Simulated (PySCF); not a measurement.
C₃H₄BF₂N (SMILES CN1C=C(F)B1F), singlet, geometry from GFN2-xTB. Base run: DF-PBE0/cc-pVDZ run with PySCF.

Input for PySCF:
```python
from pyscf import gto, scf, dft

mol = gto.M(
    atom='''
C    -2.371127   -0.350563   -0.082786
N    -0.953455   -0.155172   -0.033025
C     0.051858   -1.224842    0.024751
C     1.114653   -0.426079    0.049915
F     2.420253   -0.725795    0.104671
B     0.065600    0.807391   -0.012557
F     0.020514    2.117887   -0.038647
H    -2.861046    0.620150   -0.119307
H    -2.651820   -0.923869   -0.972106
H    -2.718704   -0.890818    0.803595
H    -0.161458   -2.276134    0.036284
''',
    basis='cc-pvdz',
    charge=0,
    spin=0,
    verbose=4,
)

mf = dft.RKS(mol)
mf.xc = 'pbe0'
mf = mf.density_fit(auxbasis='def2-universal-jkfit')
mf.kernel()
```

The job was repeated with other settings on one machine. Differences are taken from the largest grid of the series, which the next largest meets within 10 µEh (grids.level = 5: -395.604840 Eh). The cheapest run took about 3 core-seconds (a rough figure).

| setting | grid points | cost, times the cheapest (rough) | difference in total energy (µEh) |
|---|---|---|---|
| grids.level = 0 | 10064 | 1 | 9620 |
| grids.atom_grid = (30, 110) | 27048 | 1 | 117 |
| grids.level = 1 | 46328 | 2 | 35 |
| grids.level = 2 | 100520 | 4 | -3 |
| base | 138064 | 5 | -2 |
| grids.atom_grid = (75, 302) | 158184 | 6 | -2 |
| grids.level = 4 | 262312 | 9 | 0 |
| grids.atom_grid = (99, 590) | 352320 | 10 | 0 |
| grids.level = 5 | 396128 | 10 | reference |

Times come from a shared machine, hold the start-up and are rough.
